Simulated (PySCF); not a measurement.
1-ethenylcyclopropan-1-amine (C5H9N), SMILES C=CC1(N)CC1. Geometry optimised at PBE0-D3(BJ)/def2-SVP. The values are those of a single conformer.

Computed equilibrium geometry at PBE0-D3(BJ)/def2-SVP (PySCF confirms it by a frequency run) as bond lengths and angles (one conformer of several):
Atoms: C1 C2 C3 N4 C5 C6 H7 H8 H9 H10 H11 H12 H13 H14 H15. Bonds (Å): C1–C2 1.334, C1–H7 1.093, C1–H8 1.092, C2–C3 1.484, C2–H9 1.096, C3–N4 1.432, C3–C5 1.505, C3–C6 1.521, N4–H10 1.015, N4–H11 1.019, C5–C6 1.497, C5–H12 1.094, C5–H13 1.093, C6–H14 1.094, C6–H15 1.094. Angles (°): C2–C1–H7 120.3, C2–C1–H8 121.3, H7–C1–H8 118.4, C1–C2–C3 124.8, C1–C2–H9 120.0, C3–C2–H9 115.3, C2–C3–N4 114.4, C2–C3–C5 117.2, C2–C3–C6 116.5, N4–C3–C5 117.8, N4–C3–C6 120.8, C5–C3–C6 59.3, C3–N4–H10 111.4, C3–N4–H11 110.3, H10–N4–H11 107.5, C3–C5–C6 60.9, C3–C5–H12 117.0, C3–C5–H13 118.0, C6–C5–H12 118.4, C6–C5–H13 118.9, H12–C5–H13 113.8, C3–C6–C5 59.8, C3–C6–H14 116.3, C3–C6–H15 118.9, C5–C6–H14 117.9, C5–C6–H15 118.7, H14–C6–H15 114.5.
Charge 0, spin multiplicity 1.
